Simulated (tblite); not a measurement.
Record of a relaxation.

Species: C₆H₁₇AlN₂.
SMILES with atom numbers: `[CH2:1]=[CH:2][Al@@H-:3]([NH:4][CH3:5])[N+:6]([CH3:7])([CH3:8])[CH3:9]` (hydrogens: H10, H11 on C1; H12 on C2; H13 on Al3; H14 on N4; H15, H16, H17 on C5; H18, H19, H20 on C7; H21, H22, H23 on C8; H24, H25, H26 on C9)
Bond orders are those of one Lewis drawing.

Computed with GFN2-xTB (tblite), gas phase: L-BFGS steps from a force-field or distance-geometry start until the largest atomic force falls under 0.01 eV/Å. 3 of its 245 geometries are shown.

Step 0: E = -771.4779 eV, largest atomic force 3.443 eV/Å
```
atom  x, y, z in Å  |  force x, y, z in eV/Å
C1     -2.398   -2.133   -0.663   -0.818  -1.042   0.695
C2     -1.636   -1.479    0.190    1.230   0.800   0.420
Al3    -0.544    0.051   -0.414   -2.861   1.119  -1.384
N4     -1.394    1.598    0.201    1.710  -2.930   0.585
C5     -1.641    2.654   -0.677   -1.561   2.656   0.201
N6      1.196   -0.256    0.273    1.600  -0.987   0.697
C7      2.221    0.240   -0.612    1.798   0.767   0.219
C8      1.248    0.368    1.590   -0.408   0.600   0.438
C9      1.433   -1.681    0.462   -0.002  -1.747   0.208
H10    -2.984   -2.977   -0.252   -0.060   0.253  -0.810
H11    -2.495   -1.867   -1.714    0.086  -0.148   0.483
H12    -1.564   -1.770    1.256   -0.619  -0.463  -0.338
H13    -0.404    0.062   -2.015    0.391   0.014   0.421
H14    -1.438    1.768    1.213   -0.266   0.670  -0.691
H15    -2.077    2.376   -1.659    0.716  -0.265   0.560
H16    -0.783    3.347   -0.799   -0.096  -0.207  -0.402
H17    -2.437    3.305   -0.210    0.272  -0.152  -0.443
H18     2.855    0.962   -0.032   -0.231  -0.373  -0.789
H19     2.887   -0.594   -0.918   -0.262   0.820  -0.164
H20     1.828    0.745   -1.503   -0.170  -0.151   0.223
H21     1.678    1.398    1.491   -0.492  -0.825   0.434
H22     0.196    0.428    1.931    0.401   0.194   0.066
H23     1.780   -0.255    2.344    0.044   0.724  -0.474
H24     2.114   -2.112   -0.320   -0.689   0.284   0.811
H25     1.847   -1.893    1.480   -0.023  -0.011  -0.897
H26     0.490   -2.262    0.402    0.310   0.400  -0.069
```

Step 122: E = -773.1574 eV, largest atomic force 0.042 eV/Å
```
atom  x, y, z in Å  |  force x, y, z in eV/Å
C1     -2.307   -2.152   -0.478    0.012   0.018   0.036
C2     -1.827   -1.252    0.380   -0.003  -0.024  -0.014
Al3    -0.638    0.128   -0.447    0.003  -0.003  -0.016
N4     -0.833    1.897   -0.171    0.024   0.021  -0.006
C5     -1.772    2.613   -1.022   -0.002   0.002  -0.007
N6      1.195   -0.297    0.459   -0.008   0.013   0.006
C7      2.201    0.480   -0.243    0.003   0.009  -0.007
C8      1.216   -0.004    1.881    0.005  -0.005  -0.020
C9      1.414   -1.715    0.233    0.003   0.011   0.004
H10    -2.994   -2.949   -0.215   -0.025  -0.012  -0.003
H11    -2.006   -2.128   -1.518   -0.009  -0.011  -0.005
H12    -2.188   -1.347    1.408   -0.027   0.007   0.003
H13    -0.245   -0.199   -1.923    0.018   0.000   0.001
H14    -0.495    2.529    0.547    0.001  -0.015   0.005
H15    -2.064    1.950   -1.838   -0.010  -0.005   0.035
H16    -1.323    3.512   -1.458    0.009  -0.017  -0.006
H17    -2.681    2.917   -0.489    0.010  -0.012   0.014
H18     3.219    0.181    0.031   -0.017   0.001   0.021
H19     2.055    0.341   -1.314    0.017   0.013  -0.007
H20     2.058    1.535   -0.014    0.011  -0.004  -0.029
H21     0.998    1.051    2.035   -0.006  -0.001  -0.007
H22     0.444   -0.590    2.376   -0.014   0.006   0.004
H23     2.191   -0.239    2.324   -0.012  -0.010   0.024
H24     1.311   -1.921   -0.831    0.005   0.009  -0.023
H25     2.404   -2.036    0.574    0.006   0.013  -0.006
H26     0.648   -2.283    0.757    0.001  -0.005   0.000
```

Step 244: E = -773.1960 eV, largest atomic force 0.010 eV/Å
```
atom  x, y, z in Å  |  force x, y, z in eV/Å
C1     -2.243   -2.175   -0.404    0.005   0.002   0.007
C2     -1.891   -1.033    0.186    0.004   0.000   0.004
Al3    -0.505    0.128   -0.676   -0.005   0.000  -0.005
N4     -0.673    1.905   -0.436    0.006   0.001   0.005
C5     -1.943    2.546   -0.742   -0.002  -0.004  -0.001
N6      1.225   -0.300    0.395   -0.003  -0.005   0.001
C7      2.320    0.499   -0.126   -0.006  -0.003   0.003
C8      1.034   -0.061    1.815    0.002  -0.001  -0.005
C9      1.483   -1.708    0.150    0.002  -0.003   0.002
H10    -3.057   -2.811   -0.070   -0.003  -0.002  -0.004
H11    -1.708   -2.536   -1.273    0.000  -0.002  -0.004
H12    -2.505   -0.749    1.048   -0.003   0.000   0.000
H13     0.010   -0.350   -2.070   -0.001   0.004   0.005
H14     0.012    2.623   -0.225   -0.001   0.009  -0.005
H15    -2.676    1.765   -0.946   -0.002   0.001  -0.003
H16    -1.883    3.192   -1.625    0.004   0.001   0.000
H17    -2.310    3.152    0.095    0.004  -0.004   0.004
H18     3.284    0.188    0.290   -0.001   0.002  -0.007
H19     2.339    0.395   -1.210   -0.001   0.002   0.007
H20     2.148    1.547    0.113    0.002  -0.003  -0.003
H21     0.790    0.989    1.969    0.001  -0.001  -0.003
H22     0.193   -0.659    2.163    0.002   0.003  -0.005
H23     1.929   -0.318    2.394   -0.005   0.001   0.006
H24     1.565   -1.869   -0.924    0.001   0.002  -0.001
H25     2.402   -2.046    0.640    0.001   0.002   0.001
H26     0.640   -2.293    0.513    0.000  -0.001   0.002
```

**Question.** Summarise the path.

**Answer.** The energy falls by 165.76 kJ/mol from step 0 to step 244; nine tenths of that is first reached at step 51. It rises by more than 0.2 meV at step 118. The largest force goes from 3.443 to 0.010 eV/Å. Among the bonds Al3–N6 changes most, from 1.896 to 2.080 Å; the atoms move by 0.958 Å rms after alignment.

What follows is the cost of the whole relaxation. Time: 2.2 s wall. Hardware: one thread, Intel Xeon 6975P-C (x86_64), on a shared host.
